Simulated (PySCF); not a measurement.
Ti(Cl)3(SH) (Cl3HSTi), SMILES [Cl][Ti]([SH])([Cl])[Cl], multiplicity 1.

Coordinates come from a B3LYP-D3(BJ)/def2-SVP optimisation. The spin state was assumed, not searched. The structure was generated by enumeration; whether it is a known compound was not checked. Other conformers were not sampled.

Computed with M06-2X/def2-TZVP run with PySCF.

Isolated molecule, no solvent.

**Question.** Estimate the frontier levels, gap, dipole moment and polarisability. (Estimate from the structure and the level; the computed values follow.)

**Answer.** 
```json
{
  "highest_occupied_level": "-9.49 eV",
  "lowest_empty_level": "-2.53 eV",
  "orbital_gap": "6.96 eV",
  "dipole_moment": "0.97 D",
  "quadrupole, principal values (traceless, Buckingham form, about the centre of nuclear charge)": "-3.56, -2.15, 5.71 D·Å",
  "mean_static_polarisability": "93.2 bohr³ (13.81 Å³)",
  "polarisability_principal_values": "87.7, 92.2, 99.7 bohr³"
}
```
